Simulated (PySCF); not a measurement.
# Broadened absorption spectrum of C6H6F2

Species: C₆H₆F₂.
SMILES with atom numbers: `[CH2:1]=[C:2]([F:3])/[CH:4]=[CH:5]/[CH:6]=[CH:7]\[F:8]` (hydrogens: H9, H10 on C1; H11 on C4; H12 on C5; H13 on C6; H14 on C7)

Method: TDDFT CAM-B3LYP/def2-SVPD, vertical, gas phase, core orbitals frozen in the response in PySCF. The structure is a single GFN2-xTB conformer in the gas phase; no vibrational or solvent corrections. Torsions of this conformer, `[CH2:1]=[C:2]([F:3])/[CH:4]=[CH:5]/[CH:6]=[CH:7]\[F:8]`: C1–C2–C4–C5 180°, C4–C5–C6–C7 180°.

Computed states:

| state | E (eV) | f |
| --- | --- | --- |
| S1 | 4.90 | 1.079 |
| S2 | 6.18 | 0.0054 |
| S3 | 6.38 | 0.0004 |
| S4 | 6.71 | 0.0000 |
| S5 | 6.96 | 0.0001 |
| S6 | 7.23 | 0.0023 |
| S7 | 7.42 | 0.016 |
| S8 | 7.50 | 0.035 |

Broadening: Gaussians 0.5 eV wide at half height, area fixed by f = 4.319×10⁻⁹ ∫ε dν̃. The width is an assumption, not a result. The curve ends short of the highest state used, and states not computed would add to its high-energy end.

(1) Give the broadened spectrum and its maxima.

(2) On this curve, what absorbance would a 10⁻⁴ mol/L sample give at 266 nm over a 1 cm path?

## Answers

(1) 
(E (eV), ε (L mol⁻¹ cm⁻¹)): (4.15, 108), (4.27, 681), (4.39, 3133), (4.51, 10469), (4.63, 25420), (4.75, 44847), (4.87, 57489), (4.99, 53546), (5.11, 36236), (5.23, 17818), (5.35, 6366), (5.47, 1654), (5.59, 318), (5.71, 68), (5.82, 76), (5.94, 157), (6.06, 255), (6.18, 303), (6.30, 265), (6.42, 173), (6.54, 86), (6.66, 39), (6.78, 41), (6.90, 124)

Maxima: 253 nm (4.90 eV), ε about 58000, made up of S1 (100%); 200 nm (6.19 eV), ε about 300, made up of S2 (95%) (ε in L mol⁻¹ cm⁻¹; maxima over ε = 5, shares over 10%). At its high-energy end, 6.90 eV, the curve is still rising (ε about 120, from S6, S7 and S8).

(2) 266 nm is 4.661 eV, where ε is about 30000 L mol⁻¹ cm⁻¹, so A = ε c l ≈ 3 (Beer–Lambert, with the gas-phase spectrum and the assumed width).

Hardware: Arm Neoverse V1, one thread, shared host with 32 logical CPUs at a one-minute load of 11. Cost: 40 s, 0.96 GiB resident at most.
